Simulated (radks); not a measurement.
Removal energies from the krypton ion Kr13+, [Ar] 3d5, by Delta-SCF beside the eigenvalue of the level emptied. Method: scalar-relativistic Kohn-Sham, LDA (Slater exchange, Perdew-Wang correlation), spin-polarised, spherical densities, finite nucleus; Fermi nuclear charge, rms radius of each element as measured or else 0.836 A^(1/3) + 0.57 fm; computed with a radial shooting solver on a logarithmic mesh with Libxc functionals. Open shells are filled with parallel spins first.

removed from       final configuration  Delta-SCF (eV)  -eigenvalue (eV)
3d                            [Ar] 3d4          447.22            424.67
3p                    [Ne] 3s2 3p5 3d5          544.58            524.08
3s                    [Ne] 3s1 3p6 3d5          613.46            593.03
2p            [He] 2s2 2p5 3s2 3p6 3d5          2080.0            2025.3
